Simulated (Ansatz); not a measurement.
Input for Ansatz (an electronic-structure program): U-B97M-V/def2-TZVPP on I2+, 2S+1 = 2, a spin state set in the input, which need not be the lowest, a point of a bond scan (R = 2.581 Å). Charge +1. Elements past Kr take the def2 small-core potentials; no spin–orbit coupling.

Ansatz 0.2 input:
```yaml
crystal:
  periodic: [false, false, false]
  atoms:
    - {symbol: I, position_ang: [0.00000000, 0.00000000, 0.00000000]}
    - {symbol: I, position_ang: [0.00000000, 0.00000000, 2.58140500]}
basis:
  gaussian:
    orbitals: def2-TZVPP
    pivot_positions_ang: [[0.00000000, 0.00000000, 0.00000000], [0.00000000, 0.00000000, 2.58140500]]
hamiltonian:
  xc: {name: B97M-V}
total_charge: 1
magnetization: {spin_polarized: true, initial_magnetization: 1}
output: {forces: true, orbitals: {seedname: ./end}}
```

Program output:

```
WARN ansatz: RAYON_NUM_THREADS=1 ignored (pool sized by the plan → 1); use --threads N
Functional definition: B97M-V
integrals: 0.04 GiB planned
734 factors; their error is unknown
mean field: 0.43 GiB planned
mean field evaluation 1: about -16191.7172 eV, gradient 1.4e1 eV
mean field evaluation 2: about -16191.4244 eV, gradient 1.9e1 eV
mean field evaluation 4: about -16192.4556 eV, gradient 5.2e-1 eV
mean field evaluation 8: about -16192.4407 eV, gradient 3.2e-3 eV
mean field evaluation 16: about -16192.2706 eV, gradient 5.2e0 eV
mean field -16192.44074387 eV, -595.0612217068 hartree, gradient 4.3e-5 eV, S^2 0.755125; 1 other end points of the search recorded, 0 dependent functions left out
the calculation of the forces begins
reference -16192.44078770 eV, -595.0612233173 hartree; 25, 24 occupied and 75, 76 virtual orbitals, 734 factors
Total energy: -16192.44078770 eV, -595.0612233173 hartree
Atom 0 at     0.000000     0.000000     0.000000 Å, force     0.000000     0.000000    -0.138015 eV/Å
Atom 1 at     0.000000     0.000000     2.581405 Å, force    -0.000000    -0.000000     0.138015 eV/Å
Dipole moment:    -0.000000     0.000000     0.000000 e Å
```

The calculation finished and met its thresholds.

Cost: roughly 7 core-seconds.
